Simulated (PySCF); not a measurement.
**Solvent effects on NMR parameters**

Atom-mapped SMILES (the numbers label the heavy atoms): `[CH2:1]=[CH:2]/[C:3](=[CH:4]\[CH3:5])[CH2:6][F:7]`; H(Xn) means a hydrogen on atom n. Ha(C1) is cis to C3; Hb(C1) is trans to C3.

GIAO PBE0/pcSseg-1 in PySCF on one PBE0-D3(BJ)/def2-SVP conformer, non-relativistic, equivalent nuclei averaged. Solvents enter as an IEF-PCM continuum (chloroform with ε = 4.7, methanol with ε = 32.6) around the gas-phase geometry. Shifts are referred to TMS, CFCl3 computed in the same medium.

Gas phase, δ in ppm: C3 137.4, C2 136.7, C4 132.1, C1 116.6, C6 83.1, C5 15.3, F7 -265.8, H(C2) 6.93, H(C4) 6.09, Hb(C1) 5.23, H(C6) 5.04, Ha(C1) 4.98, H(C5) 1.95. Dipole moment 1.43 D.

**Question.** How does each δ change in the continuum?

**Answer.** 
```json
{"atoms": "C3", "environment": "fully substituted alkene carbon", "Δδ, chloroform": "+0.8", "Δδ, methanol": "+1.2"}
{"atoms": "C2", "environment": "alkene CH", "Δδ, chloroform": "+0.7", "Δδ, methanol": "+0.9"}
{"atoms": "C4", "environment": "alkene CH", "Δδ, chloroform": "+1.0", "Δδ, methanol": "+1.2"}
{"atoms": "C1", "environment": "terminal =CH2 carbon", "Δδ, chloroform": "+1.9", "Δδ, methanol": "+3.0"}
{"atoms": "C6", "environment": "allylic sp3 CH2 bonded to F", "Δδ, chloroform": "+1.3", "Δδ, methanol": "+1.8"}
{"atoms": "C5", "environment": "allylic methyl carbon", "Δδ, chloroform": "+0.3", "Δδ, methanol": "+0.5"}
{"atoms": "F7", "environment": "fluorine on an sp3 carbon", "Δδ, chloroform": "-1.4", "Δδ, methanol": "-1.8"}
{"atoms": "H(C2)", "environment": "hydrogen on an alkene CH", "Δδ, chloroform": "+0.13", "Δδ, methanol": "+0.18"}
{"atoms": "H(C4)", "environment": "hydrogen on an alkene CH", "Δδ, chloroform": "-0.02", "Δδ, methanol": "-0.04"}
{"atoms": "Hb(C1)", "environment": "hydrogen on a terminal =CH2 carbon", "Δδ, chloroform": "+0.15", "Δδ, methanol": "+0.22"}
{"atoms": "H(C6)", "environment": "hydrogen on an allylic sp3 CH2 bonded to F", "Δδ, chloroform": "+0.14", "Δδ, methanol": "+0.20"}
{"atoms": "Ha(C1)", "environment": "hydrogen on a terminal =CH2 carbon", "Δδ, chloroform": "+0.16", "Δδ, methanol": "+0.25"}
{"atoms": "H(C5)", "environment": "hydrogen on an allylic methyl carbon", "Δδ, chloroform": "+0.06", "Δδ, methanol": "+0.09"}
```

Changes are relative to the gas phase. The dipole moment becomes 1.67 D in chloroform, 1.76 D in methanol.

**Question.** Which nuclei move most (in ppm), and what does the model miss?

**Answer.** C1 (terminal =CH2 carbon, +3.0 ppm) in methanol. A continuum only polarises the solute; specific hydrogen bonds, the anisotropy of aromatic solvents and changes of geometry or conformer are outside it.
